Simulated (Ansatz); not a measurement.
Program: Ansatz. Geometries: PBE0-D4/def2-TZVP. ΔE: electronic, gas phase. CCSD(T)/CBS is the MP2 limit (def2-TZVPP, def2-QZVPP) plus CCSD(T) − MP2 in def2-TZVPP, frozen cores. This one scheme is used for every species. Functionals use def2-TZVPP. B3LYP here is the variant with VWN-RPA as its local correlation; programs differ in this. HSE06 is defined as in plane-wave codes. One conformer a species, not always the lowest.

Reaction (hydrogenolysis of the Si–B bond): `B[SiH](Cl)BN` + H₂ → `B[SiH2]Cl` + `BN`

| level | ΔE (kJ/mol) | difference from CCSD(T)/CBS |
| --- | --- | --- |
| LDA (SPW92) | -3.4 | 15.9 |
| PBE-D4 | -4.3 | 15.0 |
| revPBE-D4 | -0.6 | 18.7 |
| BLYP-D4 | -12.0 | 7.3 |
| r2SCAN-D4 | -12.3 | 7.0 |
| B97M-V | -17.2 | 2.1 |
| PBE0-D4 | -13.0 | 6.3 |
| B3LYP-D4 | -19.3 | 0.0 |
| r2SCANh-D4 | -14.8 | 4.5 |
| HSE06-D4 | -13.1 | 6.2 |
| BHLYP-D4 | -29.2 | -9.9 |
| CAM-B3LYP-D4 | -26.4 | -7.1 |
| ωB97X-V | -22.6 | -3.3 |
| B2PLYP | -28.3 | -9.0 |
| PBE-QIDH | -22.2 | -2.9 |
| PBE | -12.1 | 7.2 |
| revPBE | -16.7 | 2.6 |
| BLYP | -27.7 | -8.4 |
| r2SCAN | -14.5 | 4.8 |
| PBE0 | -20.0 | -0.7 |
| B3LYP | -31.8 | -12.5 |
| r2SCANh | -17.2 | 2.1 |
| r2SCAN0 | -21.0 | -1.7 |
| HSE06 | -19.8 | -0.5 |
| BHLYP | -40.1 | -20.8 |
| CAM-B3LYP | -33.9 | -14.6 |
| LC-ωPBE | -25.3 | -6.0 |
| RPA@PBE/def2-TZVPP | -25.2 | -5.9 |
| HF/def2-SVP | -55.6 | -36.3 |
| MP2/def2-SVP | -22.9 | -3.6 |
| CCSD/def2-SVP | -29.5 | -10.2 |
| HF/def2-TZVPP | -58.7 | -39.4 |
| MP2/def2-TZVPP | -20.7 | -1.4 |
| SCS-MP2/def2-TZVPP | -28.9 | -9.6 |
| CCSD/def2-TZVPP | -29.0 | -9.7 |
| CCSD(T)/def2-TZVPP | -22.0 | -2.7 |
| HF/def2-QZVPP | -59.3 | -40.0 |
| MP2/def2-QZVPP | -19.4 | -0.1 |
| SCS-MP2/def2-QZVPP | -27.7 | -8.4 |
| HF/CBS(def2) | -59.4 | -40.1 |
| CCSD(T)/CBS | -19.3 | 0 |

Largest T1 diagnostic among the species: 0.013.

From PBE to PBE0 (25 % exact exchange), in def2-TZVPP and without D4, ΔE moves by −7.9 kJ/mol. At CCSD(T), def2-SVP lies −4.8 kJ/mol from the extrapolated value and def2-TZVPP −2.7 kJ/mol.
